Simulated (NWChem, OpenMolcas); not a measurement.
# How basis sets differ on GaH2OF (SMILES [OH][GaH][F])

The species is GaH2OF (5 atoms), meant as a singlet with charge 0. SMILES: `[OH][GaH][F]`. The coordinates come from a PBE0-D4/def2-TZVP relaxation. This is one conformer, not always the lowest.

```xyz
5

O     0.0000    0.0000    0.0000
Ga    0.0000    0.0000    1.7713
F     1.6286    0.0000    2.4012
H    -0.8733    0.0002   -0.3972
H    -1.2038    0.0001    2.7397
```

Quantity: the dipole moment, in D. The values are calculated.

| level | kind | program | value (D) |
| --- | --- | --- | --- |
| HF/ANO-RCC-MB (DKH2) | Hartree–Fock | OpenMolcas | 3.59 |
| HF/STO-3G | Hartree–Fock | OpenMolcas | 2.12 |
| HF/3-21G | Hartree–Fock | NWChem | 4.07 |
| HF/cc-pVDZ | Hartree–Fock | OpenMolcas | 3.85 |

All-electron rows without a relativistic Hamiltonian named are non-relativistic. The values span 2.12 to 4.07 D. Magnitudes only. Sets without polarisation functions give poor dipoles.
